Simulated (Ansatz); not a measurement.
Cost and result for the atomization energy of C$_{2}$H$_{6}$GaN (10 atoms, 9 bonds).

Z-matrix (Å, degrees):
```
C
N 1 1.447
C 1 1.520 2 113.5
H 1 1.100 2 111.1 3 -123.4
H 1 1.098 2 108.4 3 121.2
Ga 2 1.874 1 126.6 3 -117.2
H 2 1.013 1 111.9 3 61.1
H 3 1.094 1 110.7 2 -60.3
H 3 1.093 1 110.6 2 59.0
H 3 1.094 1 111.3 2 179.8
```

Charge 0, multiplicity 1. Correlated methods include outer-core shells of Ga, which these sets cover unevenly. Scalar relativity is left out up to krypton. The bonds changed during the relaxation, so this is another structure than the one it started from. All single points use the PBE0-D4/def2-TZVP geometry. Program: Ansatz. All runs use 4 threads of an Intel Xeon Platinum 8488C on a shared host. Times are those of one run each, without the atoms' runs, and a repeat can differ threefold. Electronic energies, without spin–orbit coupling; frozen cores. CCSD(T)/CBS adds CCSD(T) − MP2 in def2-TZVPP to the MP2 limit, and its time is that of the two runs behind it. T1 = 0.014. With those shells the extrapolation isn't a true limit. B3LYP takes the VWN-RPA correlation (the form of Gaussian; ORCA's B3LYP/G).

CCSD(T)/CBS is a level of theory with its own doubt, some kJ/mol a heavy atom from the limit and from the frozen cores, so smaller differences don't rank the functionals.

```json
{"level": "PBE-D4/def2-TZVPP (with forces)", "functions": "225", "wall time": "1.9 s"}
{"level": "PBE0-D4/def2-TZVPP", "functions": "225", "wall time": "2.1 s"}
{"level": "r2SCAN-D4/def2-TZVPP (with forces)", "functions": "225", "wall time": "2.6 s"}
{"level": "B3LYP-D4/def2-TZVPP (with forces)", "functions": "225", "wall time": "2.7 s"}
{"level": "B2PLYP/def2-TZVPP", "functions": "225", "wall time": "3.5 s"}
{"level": "ωB97X-V/def2-TZVPP", "functions": "225", "wall time": "4.2 s"}
{"level": "ωB97M-V/def2-TZVPP (with forces)", "functions": "225", "wall time": "6 s"}
{"level": "MP2/def2-QZVPP", "functions": "440", "wall time": "15 s"}
{"level": "CCSD(T)/def2-TZVPP", "functions": "225", "wall time": "55 s"}
{"level": "CCSD(T)/CBS(def2)", "functions": "–", "wall time": "69 s"}
```

**Question.** What atomization energy does each give, and how far from CCSD(T)/CBS? (An estimate is asked.)

**Answer.** The calculation gave: 
```tsv
level	atomization (kJ/mol)	difference from CCSD(T)/CBS	per bond
PBE-D4/def2-TZVPP (with forces)	3652.1	72.7	8.1
PBE0-D4/def2-TZVPP	3587.4	8.0	0.9
r2SCAN-D4/def2-TZVPP (with forces)	3570.5	-8.9	-1.0
B3LYP-D4/def2-TZVPP (with forces)	3587.0	7.6	0.8
B2PLYP/def2-TZVPP	3543.4	-36.0	-4.0
ωB97X-V/def2-TZVPP	3582.6	3.2	0.4
ωB97M-V/def2-TZVPP (with forces)	3582.0	2.6	0.3
MP2/def2-QZVPP	3577.9	-1.5	-0.2
CCSD(T)/def2-TZVPP	3488.0	-91.4	-10.2
CCSD(T)/CBS(def2)	3579.4	0.0	0.0
```

From PBE to PBE0 (25 % exact exchange), in def2-TZVPP and without D4, the atomization energy moves by −61.6 kJ/mol: exact exchange takes away binding that semilocal exchange gives to molecules. The D4 term adds +31.4 kJ/mol with B3LYP and +16.4 kJ/mol with PBE0; it sums over pairs of atoms, weighted by their polarisabilities, and B3LYP, whose exchange is more repulsive, gets the larger term. In def2-TZVPP, CCSD(T) changes the Hartree–Fock value by +923.5 kJ/mol (the triples alone add +51.9 kJ/mol) and MP2 by +959.5 kJ/mol; breaking electron pairs costs correlation energy, which Hartree–Fock lacks.
